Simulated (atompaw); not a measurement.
**Building the PAW (atompaw) potential for samarium (PBE, scalar-relativistic).**

Sm (Z = 62), PAW, made with atompaw 4.2.0.5 (PBE, scalar-relativistic). Core [Xe], reference 4f6 5d0 6s1 6p1. Waves: 6s (bound); 6s channel at 0.85 Ry; 6p (bound); 6p channel at 2 Ry; 5d (bound, empty); 5d channel at 1 Ry; 4f (bound); 4f channel at 0.2 Ry. Local part: troulliermartins scheme with l = 4 at 0 Ry, radius 2.90 bohr. Core correction: smooth core density matched at 2.55 bohr. Augmentation charge: sinc compensation charge, radius 2.70 bohr; PAW radius 3.00 bohr; waves and projectors: bloechl.

All-electron outer shells of the reference configuration (PBE, scalar-relativistic, ld1.x):

```
shell  level (eV)  outermost node (bohr)  outermost maximum (bohr)
   5s      -44.59                   0.69                      1.27
   5p      -24.54                   0.74                      1.43
   6s       -4.29                   1.70                      3.62
   4f       -3.74                      –                      0.61
   5d       -2.64                   0.84                      2.14
   6p       -1.78                   2.04                      4.88
```

Calculated quality:

* Cutoffs needed: 25 Ry and 35 Ry (the cutoffs (Ry, on a coarse ladder) from which the occupation-weighted sum of valence levels, in a spherical-Bessel basis at the reference potential, stays within 10 and 1 mRy of its value at 400 Ry)
* Ghost test: ghost states, extra bound levels that the all-electron valence spectrum of the same l lacks: s at -25.9 eV, p at -19.4 eV; a true bound ghost makes a file unfit for plane-wave use (spherical-Bessel basis up to 400 Ry, 20 bohr box)
* Lowest eigenvalue of the overlap operator: 0.01 (s channel)
* Overlap eigenvalues printed by atompaw (projector basis): 0.0179, 0.0843, 0.365, 3.49, 3.51, 18.5, 70.5, 584
* Share of each valence orbital outside the PAW sphere: 6s 80 %, 6p 95 %, 5d 44 %, 4f 2 %

Generation and tests took about 21 s on one core of a shared server CPU.
